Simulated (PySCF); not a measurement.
**Fractional electron number in Mn²⁺ (manganese, charge +2)**

The 3d alpha orbital of [Ar] 3d5 is emptied in steps (occupation f), with all orbitals relaxed, ending at [Ar] 3d4. All numbers are calculated (PySCF 2.14, the spin-free X2C one-electron Hamiltonian (Gaussian nucleus), in aug-cc-pVTZ-DK (8s7p5d3f2g, 93 functions)). The exact energy is a straight line in f; departures are measured from the line between the end points of the same method.

```csv
f,UHF (eV),LDA (eV),PBE (eV)
1,0.000,0.000,0.000
0.9,0.218,-0.756,-0.740
0.7,0.492,-1.782,-1.742
0.5,0.569,-2.142,-2.092
0.3,0.464,-1.817,-1.771
0.1,0.193,-0.786,-0.765
0,0.000,0.000,0.000
```

```csv
method,E(f=0) − E(f=1) (eV),−ε at f=1 (eV),−ε at f=0.5 (eV)
UHF,32.360,34.819,32.276
LDA,34.449,26.096,34.345
PBE,34.053,25.876,33.965
```

Orbital energy along the path (eV):

```
  f      UHF      LDA      PBE
  1  -34.819  -26.096  -25.876
0.9  -34.261  -27.691  -27.444
0.7  -33.222  -30.965  -30.657
0.5  -32.276  -34.345  -33.965
0.3  -31.410  -37.825  -37.357
0.1  -30.615  -41.398  -40.825
  0  -30.242  -43.218  -42.584
```

Reference removal energy between the ground levels: 33.668 ± 0.012 eV (measured; NIST Atomic Spectra Database, ionization energies). The calculation has no spin-orbit coupling. The determinant left behind need not be the lowest term of the ion. UHF lacks correlation.
